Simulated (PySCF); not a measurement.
A PySCF script (with the pyscf-properties extension) for the NMR shieldings of SMILES FC(F)(F)[C@]12C[C@](S)(C1)C2, C6H7F3S, on a GFN2-xTB geometry:

```python
import basis_set_exchange as bse
import numpy as np
from pyscf import gto, dft
from pyscf.prop import nmr

atoms = """
F    -2.890063   -0.068576   -0.075763
C    -1.881058   -0.883533    0.269170
F    -1.970924   -1.964801   -0.522550
F    -2.133136   -1.301004    1.519490
C    -0.544564   -0.210495    0.155160
C    -0.076186    1.047391    0.909483
C     1.097542    0.614248    0.012816
S     2.687844    1.438760   -0.105073
C     0.071031    0.392736   -1.119787
C     0.826396   -0.837843    0.463890
H    -0.568870    1.981887    0.655161
H     0.064175    0.950750    1.982738
H     3.181685    0.587017   -1.001561
H     0.348479   -0.305129   -1.906023
H    -0.413072    1.277319   -1.524743
H     1.031596   -1.076091    1.504033
H     1.162127   -1.630607   -0.200096
"""
names = dict.fromkeys(["F", "C", "S", "H"], "pcSseg-1")
basis = {el: gto.basis.parse(bse.get_basis(n, elements=[el], fmt="nwchem")) for el, n in names.items()}
mol = gto.M(atom=atoms, basis=basis, charge=0, verbose=0)
mf = dft.RKS(mol, xc="PBE0")
mf.grids.level = 2
mf.grids.alignment = dft.numint.BLKSIZE   # the property module wants whole blocks of grid points
mf.conv_tol = 1e-9
mf.kernel()

calc = nmr.RKS(mf)   # GIAO
C = mf.mo_coeff
Co = C[:, mf.mo_occ > 0]
resp = mf.gen_response(singlet=True, hermi=2)
def vind(x):   # induced exchange potential for any number of trial vectors
    d = np.einsum("pi,xij,qj->xpq", C, 2 * x.reshape(-1, C.shape[1], Co.shape[1]), Co, optimize=True)
    return np.einsum("xpq,pi,qj->xij", resp(d - d.transpose(0, 2, 1)), C, Co, optimize=True).ravel()
mo1, _ = nmr.rhf.solve_mo1(calc, with_cphf=vind)
sigma = calc.kernel(mo1)
for i, s in enumerate(sigma):   # ppm
    w = np.linalg.eigvalsh((s + s.T) / 2)
    print("%2d %-2s iso %8.1f  s11 %8.1f  s22 %8.1f  s33 %8.1f" % (i, mol.atom_pure_symbol(i), w.mean(), *w))
```

Q: What does it print?

A: 
```
 0 F  iso    262.3  s11    171.7  s22    269.9  s33    345.4
 1 C  iso     54.8  s11     53.0  s22     53.4  s33     58.1
 2 F  iso    263.0  s11    172.1  s22    270.4  s33    346.4
 3 F  iso    262.3  s11    171.7  s22    269.9  s33    345.4
 4 C  iso    149.5  s11    134.5  s22    137.8  s33    176.0
 5 C  iso    134.0  s11    125.3  s22    131.8  s33    145.1
 6 C  iso    146.3  s11    127.7  s22    134.7  s33    176.6
 7 S  iso    557.5  s11    378.6  s22    483.8  s33    810.1
 8 C  iso    129.0  s11    119.0  s22    131.4  s33    136.5
 9 C  iso    128.9  s11    119.0  s22    131.4  s33    136.5
10 H  iso     29.8  s11     26.9  s22     27.1  s33     35.4
11 H  iso     29.8  s11     26.9  s22     27.1  s33     35.4
12 H  iso     29.6  s11     22.1  s22     28.1  s33     38.6
13 H  iso     29.9  s11     27.2  s22     27.7  s33     34.9
14 H  iso     29.8  s11     26.8  s22     27.6  s33     34.9
15 H  iso     29.8  s11     26.8  s22     27.6  s33     34.9
16 H  iso     29.9  s11     27.2  s22     27.8  s33     34.9
```

These numbers come from an equivalent density-fitted implementation of the same equations, which agrees with the script to about 0.01 ppm for H and up to a few tenths of a ppm for heavy atoms, so last digits may differ.

Size and cost of the density-fitted run: 212 basis functions, 81 s wall time on 1 thread of an Arm Neoverse N1, shared host; peak memory 0.95 GiB.
